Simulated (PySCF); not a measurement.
Molecule: SMILES [SiH3]C[SiH2]Cl (CH7ClSi2). Atoms near the plane z = 1.0 Å, at the CAM-B3LYP/def2-SVP optimised geometry (x, y, z in Å): Si1 (0.9, -1.0, -0.3), C2 (0.0, 0.6, 0.0), Si3 (-1.8, 0.6, 0.0), H6 (0.3, -2.0, 0.7), H7 (2.4, -0.9, 0.0), H9 (0.4, 1.1, 1.0), H10 (-2.3, -0.1, 1.2), H11 (-2.4, 2.0, 0.0).

Level of theory: CAM-B3LYP/def2-TZVP in PySCF 2.14.0. The values are rescaled to run from 0 to 1.

```
|000000000000000000000000000|
|000000000000000000000000000|
|000000000000000000000000000|
|000001210000000000000000000|
|000047874000000000000000000|
|000389997100000000000000000|
|001599997100012100000000000|
|000479996100157741000000000|
|000146764101489984000000000|
|000012331012799996100000000|
|000013432124799995000000000|
|000268986223699972000000000|
|002799999422467630000210000|
|004999999611233310026872000|
|004999999610012111379996000|
|002899999400011111599998100|
|000489997000146532489998100|
|000036751002899973268996100|
|000000100008999994125762000|
|000000000029999996101210000|
|000000000059999997100000000|
|000000000049999997100000000|
|000000000017999994000000000|
|000000000001578741000000000|
|000000000000001000000000000|
|000000000000000000000000000|
|000000000000000000000000000|
```
Scale: ten equal steps from 0.000 (start of '0') to 1.00 (end of '9'), in the order '0123456789'; x runs from -4.50 to 4.50, y from -4.50 (bottom) to 4.50 (top).

**Question.** Which quantity is mapped?
A) electron localisation function
B) electrostatic potential
C) an orbital amplitude
D) Laplacian of the electron density

**Answer.** A, electron localisation function
